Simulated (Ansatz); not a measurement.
SiSe₂⁺. Total charge 1; doublet. Geometry r2SCAN-D4/def2-TZVP, basis def2-TZVP, Ansatz.

```tsv
atom	x (Å)	y (Å)	z (Å)
Si1	0.0000	0.0000	0.0000
Se2	-0.2037	2.0490	-0.3179
Se3	0.2038	-2.0490	0.3180
```

```tsv
run	HOMO (eV)	LUMO (eV)
A	-12.87	-11.76
B	-12.48	-11.90
C	-12.21	-12.12
D	-12.49	-12.06
E	-13.27	-11.41
```

HOMO above LUMO, or a gap near zero within one spin, warns that the state may not be the lowest or that an electron is smeared out. Another isomer (doublet) lies 0.85 eV lower at PBE0-D4/def2-TZVP; other spin states weren't run for this one.

HOMO and LUMO are taken over both spins.

Problem. The runs used B97M-V, PBE, PBE0, r2SCAN, r2SCANh. Estimate which is which.

Solution. A r2SCANh (10 % exact exchange); B B97M-V (0 % exact exchange); C PBE (0 % exact exchange); D r2SCAN (0 % exact exchange); E PBE0 (25 % exact exchange). Exact exchange lowers occupied and raises empty levels; among semilocal functionals meta-GGAs tend to open the gap a little, and such runs are hard to tell apart. The gap grows from 0.09 eV (PBE) to 1.86 eV (PBE0). At PBE-D4/def2-TZVP the gap within one spin of the charge 1 doublet nearly closes, so an electron or hole may be smeared out by delocalisation error.
